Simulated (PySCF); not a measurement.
Cd(Me)2 (C2H6Cd), SMILES [CH3][Cd][CH3].

The structure is a stationary point at B3LYP-D3(BJ)/def2-SVP. The isomer is the one that the SMILES or the coordinates give; other isomers of the formula were not compared. The def2 effective core potentials stand for the cores of Cd; spin–orbit coupling is left out.

All values below come from ωB97X/def2-TZVPD (PySCF).

The molecule is in vacuum.

Computed frontier levels, gap, dipole moment and polarisability:
- highest occupied level: -9.10 eV
- lowest empty level: 1.61 eV
- orbital gap: 10.71 eV
- dipole moment: 0.00 D
- quadrupole, principal values (traceless, Buckingham form, about the centre of nuclear charge): -8.14, 4.07, 4.07 D·Å
- mean static polarisability: 60.8 bohr³ (9.01 Å³)
- polarisability, principal values: 48.7, 48.7, 85.0 bohr³
